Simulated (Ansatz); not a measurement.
System: CH6BO2Si (charge 0, doublet). It need not be the lowest isomer of its formula. SMILES: OB(O)[SiH]C
Geometry from a B3LYP-D3(BJ)/def2-TZVP (Ansatz, a first-principles code) optimisation:
```xyz
11

C     -2.2860     0.5697    -0.2389
Si    -0.8488    -0.6395    -0.3470
B      0.9705     0.0389     0.1669
O      1.2057     1.3793     0.0619
O      2.0139    -0.7645     0.5557
H     -2.5679     0.7441     0.8030
H     -3.1642     0.1960    -0.7672
H     -2.0003     1.5274    -0.6755
H     -1.1913    -1.9637     0.2450
H      2.1162     1.6155     0.2841
H      1.7970    -1.6980     0.6264
```
Charge 0, spin multiplicity 2.

Atomisation energy built up term by term with Ansatz (kcal/mol; UHF references for open shells; valence terms freeze the core; atomic spin-orbit terms are left out). CBS marks a two-point X^-3 extrapolation of the correlation energy; Hartree-Fock from the larger set.

```json
[
 {"term": "Hartree-Fock", "basis": "cc-pV(Q+d)Z", "kcal/mol": "(withheld)"},
 {"term": "CCSD correlation", "basis": "CBS(cc-pV(T+d)Z,cc-pV(Q+d)Z)", "kcal/mol": "(withheld)"},
 {"term": "(T)", "basis": "CBS(cc-pV(T+d)Z,cc-pV(Q+d)Z)", "kcal/mol": "15.89"},
 {"term": "core correlation", "basis": "cc-pwCVTZ", "kcal/mol": "3.20"},
 {"term": "scalar relativity (X2C)", "basis": "cc-pVTZ-DK against cc-pVTZ", "kcal/mol": "-1.38"},
 {"term": "sum: De", "basis": "", "kcal/mol": "(withheld)"}
]
```

Q: Fill in the missing entries.

A: 
- Hartree-Fock, kcal/mol: 742.56
- CCSD correlation, kcal/mol: 243.09
- sum: De, kcal/mol: 1003.3
